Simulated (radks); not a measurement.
Lu62+, 9 electrons, occupied as [He] 2s2 2p5. Method: scalar-relativistic Kohn-Sham, PBE, spin-unpolarised, spherical densities, point nucleus; computed with a radial shooting solver on a logarithmic mesh with Libxc functionals. Some entries of the table are withheld. Estimate them.

orbital,occ.,eigenvalue (eV),<r^2> (bohr^2),r(max) (bohr)
1s,2,-68920.24,(1),(2)
2s,2,-15984.17,(3),(4)
2p,5,-14758.25,0.006126,0.05569

Answer. 
(1) 1s <r^2> (bohr^2): 0.0005104
(2) 1s r(max) (bohr): 0.01212
(3) 2s <r^2> (bohr^2): 0.007568
(4) 2s r(max) (bohr): 0.06848
